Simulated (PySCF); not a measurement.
Simulation results for B$_{2}$GeH$_{5}$O, CH$_{4}$B$_{2}$Ge, CH$_{9}$BGeSi

All values are calculated (PySCF 2.14.0). Calculation on a computer-drawn molecule: the log of a Hartree-Fock and frozen-core CCSD(T) single point meant for a local Hartree-Fock minimum, with one planted fault or none, to be diagnosed. Offsets are logged minus clean, where the clean run is the same molecule without the fault. The reference is restricted for singlets and unrestricted otherwise, and also for a bond in bohr or an excited solution. Adding or removing an electron swaps singlet and doublet. The excited solution moves the top pair (singlet) or top alpha electron (doublet) to the lowest empty orbital. Highest occupied and lowest empty are orbital energies over both spins, largest force is the largest gradient component, triples share is (T) over the correlation energy, the T1 limit is 0.02 restricted and 0.045 unrestricted, electrons count all cores, a negative frequency is imaginary (commonest isotopes), and the dipole is about the centre of nuclear charge; on germanium a core potential holds 10 electrons, which the energies leave out, and 3d is frozen in MP2 and coupled-cluster steps.

Common to all runs: meant charge 0; meant basis and core potential on germanium cc-pVDZ-PP ECP10MDF; logged SCF converged yes; logged CC converged yes; logged SCF stable within its kind yes; possible faults no fault, one electron removed, one electron added, multiplicity raised by two, geometry at a saddle point, SCF held on an excited solution, minimal basis STO-3G, one bond length entered in bohr, all coordinates scaled.

(1) 
```xyz
9
formula=B2GeH5O meant_multiplicity=2 meant_basis=cc-pVDZ logged_electrons=54 logged_basis_functions=90 logged_spin_squared=0 logged_highest_occupied=-15.209 logged_lowest_empty=-7.623 logged_largest_force=0.089722 logged_T1_diagnostic=0.036995 logged_D1_diagnostic=0.15607 logged_triples_share=0.032701 logged_dipole_magnitude=4.2443 logged_energy_HF=-420.19188 logged_energy_CCSD(T)=-420.68584 planted_fault=one_electron_removed HF_energy_offset_from_clean_run=197.4 CCSD(T)_energy_offset_from_clean_run=193
B     -0.5963    -0.5097     2.5831
B     -0.1219    -0.3176     0.9489
O      1.0086     0.2719     0.4959
Ge     2.3924     1.0521     1.3315
H     -0.3180    -1.4966     3.2157
H     -1.2830     0.3038     3.1473
H     -0.8691    -0.7517     0.0946
H      3.6489     0.2759     0.9184
H      2.4278     2.5102     0.8573
```

Units: logged_highest_occupied, logged_lowest_empty in eV; logged_largest_force in hartree/bohr; logged_dipole_magnitude in debye; logged_energy_HF, logged_energy_CCSD(T) in hartree; HF_energy_offset_from_clean_run, CCSD(T)_energy_offset_from_clean_run in kcal/mol.

Drawn bonds:
```csv
atom,other atom,order
1,2,1
2,3,1
3,4,1
1,5,1
1,6,1
2,7,1
4,8,1
4,9,1
```

Notes: T1 above single-reference limit.

(2) 
```xyz
9
formula=B2GeH5O meant_multiplicity=2 meant_basis=cc-pVDZ logged_electrons=55 logged_basis_functions=90 logged_spin_squared=0.7546 logged_highest_occupied=-9.4143 logged_lowest_empty=0.56472 logged_largest_force=2.84e-05 logged_lowest_frequency=55.256 logged_T1_diagnostic=0.017632 logged_D1_diagnostic=0.065849 logged_triples_share=0.026205 logged_dipole_magnitude=1.989 logged_energy_HF=-420.50641 logged_energy_CCSD(T)=-420.99348 planted_fault=no_fault HF_energy_offset_from_clean_run=0 CCSD(T)_energy_offset_from_clean_run=0
B     -0.5963    -0.5097     2.5831
B     -0.1219    -0.3176     0.9489
O      1.0086     0.2719     0.4959
Ge     2.3924     1.0521     1.3315
H     -0.3180    -1.4966     3.2157
H     -1.2830     0.3038     3.1473
H     -0.8691    -0.7517     0.0946
H      3.6489     0.2759     0.9184
H      2.4278     2.5102     0.8573
```

Units: logged_highest_occupied, logged_lowest_empty in eV; logged_largest_force in hartree/bohr; logged_lowest_frequency in cm⁻¹; logged_dipole_magnitude in debye; logged_energy_HF, logged_energy_CCSD(T) in hartree; HF_energy_offset_from_clean_run, CCSD(T)_energy_offset_from_clean_run in kcal/mol.

Drawn bonds:
```csv
atom,other atom,order
1,2,1
2,3,1
3,4,1
1,5,1
1,6,1
2,7,1
4,8,1
4,9,1
```

(3) 
```xyz
8
formula=CH4B2Ge meant_multiplicity=1 meant_basis=cc-pVDZ logged_electrons=52 logged_basis_functions=85 logged_spin_squared=0 logged_highest_occupied=-9.5194 logged_lowest_empty=-0.45916 logged_largest_force=3.764e-05 logged_lowest_frequency=94.209 logged_T1_diagnostic=0.017266 logged_D1_diagnostic=0.047915 logged_triples_share=0.038219 logged_dipole_magnitude=1.8408 logged_energy_HF=-382.85899 logged_energy_CCSD(T)=-383.28902 planted_fault=no_fault HF_energy_offset_from_clean_run=0 CCSD(T)_energy_offset_from_clean_run=0
B     -1.2958    -1.0387     0.1197
C     -0.5841    -1.7253    -1.0588
B     -0.7545    -0.8912    -2.1667
Ge    -1.0248     0.3754    -3.8098
H     -1.8510     0.0185    -0.0453
H     -1.3196    -1.5255     1.2186
H     -0.0696    -2.6721    -0.9746
H     -1.8440     1.3982    -2.9329
```

Units: logged_highest_occupied, logged_lowest_empty in eV; logged_largest_force in hartree/bohr; logged_lowest_frequency in cm⁻¹; logged_dipole_magnitude in debye; logged_energy_HF, logged_energy_CCSD(T) in hartree; HF_energy_offset_from_clean_run, CCSD(T)_energy_offset_from_clean_run in kcal/mol.

Drawn bonds:
```csv
atom,other atom,order
1,2,1
2,3,2
3,4,1
1,5,1
1,6,1
2,7,1
4,8,1
```

(4) 
```xyz
13
formula=CH9BGeSi meant_multiplicity=1 meant_basis=cc-pV(D+d)Z logged_electrons=66 logged_basis_functions=119 logged_spin_squared=2.0189 logged_highest_occupied=-6.188 logged_lowest_empty=-2.3628 logged_largest_force=0.11812 logged_T1_diagnostic=0.058719 logged_D1_diagnostic=0.39688 logged_triples_share=0.029271 logged_dipole_magnitude=3.8451 logged_energy_HF=-649.88778 logged_energy_CCSD(T)=-650.40245 planted_fault=multiplicity_raised_by_two HF_energy_offset_from_clean_run=129.3 CCSD(T)_energy_offset_from_clean_run=131.6
B     -0.4407    -0.3536    -0.1248
C     -1.9536    -0.6517     0.1169
Si    -2.8684     0.8346     0.8788
Ge    -2.0487     1.4258     3.0645
H     -0.0647     0.1252    -1.1611
H      0.3716    -0.5544     0.7387
H     -2.4920    -0.8658    -0.8123
H     -2.1108    -1.4773     0.8191
H     -2.7547     2.0197    -0.0069
H     -4.3058     0.4881     0.9947
H     -2.9214     2.5271     3.6807
H     -2.0754     0.2117     4.0032
H     -0.6053     1.9415     2.9943
```

Units: logged_highest_occupied, logged_lowest_empty in eV; logged_largest_force in hartree/bohr; logged_dipole_magnitude in debye; logged_energy_HF, logged_energy_CCSD(T) in hartree; HF_energy_offset_from_clean_run, CCSD(T)_energy_offset_from_clean_run in kcal/mol.

Drawn bonds:
```csv
atom,other atom,order
1,2,1
2,3,1
3,4,1
1,5,1
1,6,1
2,7,1
2,8,1
3,9,1
3,10,1
4,11,1
4,12,1
4,13,1
```

Notes: T1 above single-reference limit.

(5) 
```xyz
13
formula=CH9BGeSi meant_multiplicity=1 meant_basis=cc-pV(D+d)Z logged_electrons=65 logged_basis_functions=119 logged_spin_squared=0.7569 logged_highest_occupied=-16.706 logged_lowest_empty=-8.2742 logged_largest_force=0.092466 logged_T1_diagnostic=0.014634 logged_D1_diagnostic=0.066497 logged_triples_share=0.027501 logged_dipole_magnitude=1.4026 logged_energy_HF=-649.74874 logged_energy_CCSD(T)=-650.24597 planted_fault=one_electron_removed HF_energy_offset_from_clean_run=216.5 CCSD(T)_energy_offset_from_clean_run=229.8
B     -0.4407    -0.3536    -0.1248
C     -1.9536    -0.6517     0.1169
Si    -2.8684     0.8346     0.8788
Ge    -2.0487     1.4258     3.0645
H     -0.0647     0.1252    -1.1611
H      0.3716    -0.5544     0.7387
H     -2.4920    -0.8658    -0.8123
H     -2.1108    -1.4773     0.8191
H     -2.7547     2.0197    -0.0069
H     -4.3058     0.4881     0.9947
H     -2.9214     2.5271     3.6807
H     -2.0754     0.2117     4.0032
H     -0.6053     1.9415     2.9943
```

Units: logged_highest_occupied, logged_lowest_empty in eV; logged_largest_force in hartree/bohr; logged_dipole_magnitude in debye; logged_energy_HF, logged_energy_CCSD(T) in hartree; HF_energy_offset_from_clean_run, CCSD(T)_energy_offset_from_clean_run in kcal/mol.

Drawn bonds:
```csv
atom,other atom,order
1,2,1
2,3,1
3,4,1
1,5,1
1,6,1
2,7,1
2,8,1
3,9,1
3,10,1
4,11,1
4,12,1
4,13,1
```
